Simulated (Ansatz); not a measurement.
Reaction (ligand exchange at the Si–O bond): `[SiH3][O][Al]([O][SiH3])[O][SiH3]` + `[NH2][GaH][SiH3]` → `[SiH3][NH][GaH][SiH3]` + `[OH][Al]([O][SiH3])[O][SiH3]`

Isolated molecules relaxed with PBE0-D4/def2-TZVP in Ansatz; ΔE leaves out vibrations. CCSD(T)/CBS is the MP2 limit (def2-TZVPP, def2-QZVPP) plus CCSD(T) − MP2 in def2-TZVPP, frozen cores. Functionals use def2-TZVPP. For Ga outer-core shells are correlated without core-valence functions, which leaves a few kJ/mol of doubt a bond. Scalar relativity is left out up to krypton. One conformer a species, not always the lowest.

`[SiH3][O][Al]([O][SiH3])[O][SiH3]`:

```xyz
16

Si    0.692    0.207   -3.183
O     0.182    0.136   -1.643
Al   -0.001    0.002    0.010
O    -1.512    0.166    0.698
Si   -3.090    0.374    1.019
O     1.327   -0.295    0.976
Si    2.399   -0.582    2.162
H    -0.154   -0.673   -4.032
H     2.106   -0.240   -3.289
H     0.591    1.604   -3.682
H    -3.607   -0.797    1.775
H    -3.279    1.600    1.837
H    -3.868    0.513   -0.241
H     3.216   -1.776    1.822
H     1.700   -0.830    3.451
H     3.297    0.592    2.321
```

`[NH2][GaH][SiH3]`:

```xyz
9

N     0.880    1.536    0.876
Ga   -0.604    0.565    0.483
Si   -0.299   -1.391   -0.880
H     0.876    2.371    1.436
H     1.806    1.302    0.559
H    -1.943    1.113    1.083
H    -0.748   -2.617   -0.162
H     1.128   -1.584   -1.260
H    -1.096   -1.296   -2.135
```

`[SiH3][NH][GaH][SiH3]`:

```xyz
12

Si    2.105    1.376    0.433
N     0.726    0.344    0.517
Ga   -0.483   -0.059   -0.808
Si   -2.265   -1.567   -0.228
H     2.020    2.512    1.394
H     3.372    0.649    0.732
H     2.172    1.915   -0.949
H     0.554   -0.100    1.409
H    -0.210    0.634   -2.185
H    -2.169   -2.004    1.193
H    -3.591   -0.917   -0.421
H    -2.229   -2.783   -1.087
```

`[OH][Al]([O][SiH3])[O][SiH3]`:

Z-matrix (Å, degrees):
```
Si
O 1 1.623
H 1 1.487 2 110.4
H 1 1.487 2 109.7 3 -119.9
H 1 1.487 2 110.2 3 120.3
Al 2 1.669 1 168.1 3 -53.7
O 6 1.684 2 118.6 1 0.3
O 6 1.675 2 120.3 1 -179.7
H 7 0.956 6 122.4 2 179.9
Si 8 1.625 6 161.4 2 -0.1
H 10 1.487 8 109.7 6 -121.6
H 10 1.488 8 110.9 6 -1.4
H 10 1.487 8 109.7 6 118.8
```

```tsv
species	PBE energy (Eh)
`[SiH3][O][Al]([O][SiH3])[O][SiH3]`	-1341.56839
`[NH2][GaH][SiH3]`	-2272.23262
`[SiH3][NH][GaH][SiH3]`	-2562.79632
`[OH][Al]([O][SiH3])[O][SiH3]`	-1050.98662
```

(1) Work out ΔE.

Largest T1 diagnostic among the species: 0.015.

Answers

(1) ΔE = (-2562.79632) + (-1050.98662) − (-1341.56839) − (-2272.23262) = 0.01807 Eh = +0.49 eV. CCSD(T)/CBS gives +0.55 eV.

In def2-TZVPP, CCSD(T) changes the Hartree–Fock value by −0.18 eV (the triples alone add −0.03 eV) and MP2 by −0.19 eV. From PBE to PBE0 (25 % exact exchange), in def2-TZVPP and without D4, ΔE moves by +0.04 eV.
